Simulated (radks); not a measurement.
Eu3+, configuration [Kr] 4d10 4f7 5s2 5p5 (not the ground configuration).

All-electron calculation, Dirac Kohn-Sham, AM05, spin-unpolarised, spherical densities, finite nucleus; open shells fill j = l - 1/2 first; Fermi nuclear charge, rms radius 5.1115 fm. Program: a radial shooting solver on a logarithmic mesh with Libxc functionals.

Energy parts (hartree):
part                       energy
total                 -10842.1673
kinetic                11785.1894
electron-nucleus      -26553.9919
Hartree                 4161.9325
exchange-correlation    -235.2973

Orbitals (lengths in bohr, moments of r in powers of bohr; <r^-3> diverges for s and p1/2; r(90%) holds 90 % of the orbital's charge):
orbital  occ.  eigenvalue (hartree)  <r^-3>  r(90%)      <r^2>
1s1/2       2             -1774.889       -  0.0404  0.0006801
2s1/2       2             -292.1860       -   0.147    0.01063
2p1/2       2             -277.3392       -   0.130   0.007730
2p3/2       4             -253.5574    9377   0.139   0.008968
3s1/2       2             -65.02588       -   0.366    0.07120
3p1/2       2             -58.60200       -   0.359    0.06641
3p3/2       4             -53.75498    1972   0.377    0.07356
3d3/2       4             -42.60906   330.5   0.349    0.05890
3d5/2       6             -41.55314   295.0   0.355    0.06090
4s1/2       2             -13.67380       -   0.815     0.3627
4p1/2       2             -11.19329       -   0.844     0.3826
4p3/2       4             -10.12115   436.8   0.887     0.4225
4d3/2       4              -6.03286   61.67   0.977     0.4895
4d5/2       6              -5.84070   54.28   0.993     0.5054
5s1/2       2              -2.61562       -    1.96      2.087
5p1/2       2              -1.93312       -    2.20      2.596
5p3/2       3              -1.78241   60.95    2.33      2.890
4f5/2       6              -1.08882   7.151    1.58      1.098
4f7/2       1              -1.06551   6.894    1.61      1.130
5d3/2       0              -0.88944   4.887    3.29      5.516
5d5/2       0              -0.87446   4.292    3.34      5.688
6s1/2       0              -0.79886       -    4.51      11.29
6p1/2       0              -0.62986       -    5.23      15.05
6p3/2       0              -0.60246   11.30    5.44      16.33

The highest occupied level is 4f7/2 at -28.994 eV. Summed over all electrons, <r^2> = 35.17 bohr^2, which gives a Langevin (diamagnetic) susceptibility term of -27.9 x 10^-6 cm^3/mol. The electron density at the nucleus is 5.775e+05 e/bohr^3.
